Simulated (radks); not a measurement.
Task: All-electron atom: Te VIII in [Kr] 4d9. All-electron calculation, Dirac Kohn-Sham, PBEsol, spin-unpolarised, spherical densities, finite nucleus; open shells fill j = l - 1/2 first; Fermi nuclear charge, rms radius 4.7423 fm. Program: a radial shooting solver on a logarithmic mesh with Libxc functionals. Some entries of the table are withheld. Estimate them.

| orbital | occ. | eigenvalue (eV) | <r> (bohr) |
|---|---|---|---|
| 1s1/2 | 2 | -31689.87 | (1) |
| 2s1/2 | 2 | -4943.471 | 0.1195 |
| 2p1/2 | 2 | (2) | 0.1008 |
| 2p3/2 | 4 | (3) | 0.1064 |
| 3s1/2 | 2 | -1063.039 | 0.3219 |
| 3p1/2 | 2 | (4) | 0.3122 |
| 3p3/2 | 4 | (5) | 0.3236 |
| 3d3/2 | 4 | (6) | 0.2945 |
| 3d5/2 | 6 | (7) | 0.2981 |
| 4s1/2 | 2 | -260.4259 | 0.7579 |
| 4p1/2 | 2 | -216.9401 | 0.7906 |
| 4p3/2 | 4 | -206.9009 | 0.8171 |
| 4d3/2 | 4 | -136.5405 | (8) |
| 4d5/2 | 5 | -134.9239 | (9) |

Result: 
(1) 1s1/2 <r> (bohr): 0.02782
(2) 2p1/2 eigenvalue (eV): -4638.938
(3) 2p3/2 eigenvalue (eV): -4364.627
(4) 3p1/2 eigenvalue (eV): -937.7633
(5) 3p3/2 eigenvalue (eV): -886.5879
(6) 3d3/2 eigenvalue (eV): -665.3921
(7) 3d5/2 eigenvalue (eV): -654.6796
(8) 4d3/2 <r> (bohr): 0.9160
(9) 4d5/2 <r> (bohr): 0.9254
